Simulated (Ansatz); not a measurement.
Reaction (hydrogenolysis of a B–C bond): `NCB1C=N1` + H₂ → `B1C=N1` + CH₃NH₂

Gas-phase electronic energies from Ansatz, PBE0-D4/def2-TZVP geometries. CCSD(T)/CBS is the MP2 limit (def2-TZVPP, def2-QZVPP) plus CCSD(T) − MP2 in def2-TZVPP, frozen cores. This one scheme is used for every species. DFT in def2-TZVPP. Each species was taken in one conformer, which may not be the lowest.

`NCB1C=N1`:

Cartesian coordinates in Å:
```
N 1.276 1.331 -0.126
C 0.458 0.301 -0.773
B -0.512 -0.519 0.120
C -1.506 -1.468 0.572
N -0.970 -0.697 1.471
H 0.676 2.007 0.332
H 1.831 0.915 0.612
H 1.123 -0.395 -1.301
H -0.115 0.766 -1.585
H -2.262 -2.242 0.677
```

H₂:

```xyz
2

H    -0.269    0.139    0.217
H     0.269   -0.139   -0.217
```

`B1C=N1`:

```xyz
5

B     0.299   -0.190    0.650
C    -0.431    0.275   -0.501
N     0.648   -0.421   -0.719
H     0.614   -0.388    1.769
H    -1.131    0.723   -1.199
```

CH₃NH₂:

Z-matrix (Å, degrees):
```
C
N 1 1.453
H 1 1.092 2 109.4
H 1 1.100 2 115.4 3 -121.6
H 1 1.092 2 109.4 3 116.8
H 2 1.012 1 110.6 3 62.6
H 2 1.012 1 110.6 3 -179.3
```

```csv
level,ΔE (kcal/mol),difference from CCSD(T)/CBS
PBE-D4,-3.1,2.2
ωB97X-V,-5.3,0.0
r2SCAN,-4.3,1.0
PBE0,-5.5,-0.2
r2SCANh,-4.7,0.6
HF/def2-SVP,-11.0,-5.7
MP2/def2-SVP,-4.5,0.8
CCSD/def2-SVP,-6.4,-1.1
CCSD(T)/def2-TZVPP,-5.1,0.2
HF/def2-QZVPP,-11.1,-5.8
CCSD(T)/CBS,-5.3,0
```

Largest T1 diagnostic among the species: 0.011.

From r2SCAN to r2SCAN0 (25 % exact exchange), in def2-TZVPP and without D4, ΔE moves by −1.0 kcal/mol. Leaving LDA and LC-ωPBE aside and taking each functional with its dispersion term where it has one, the values, not all of them listed here, spread over 4.2 kcal/mol, from BHLYP-D4 to revPBE-D4. LDA lies +2.2 kcal/mol from PBE without D4.
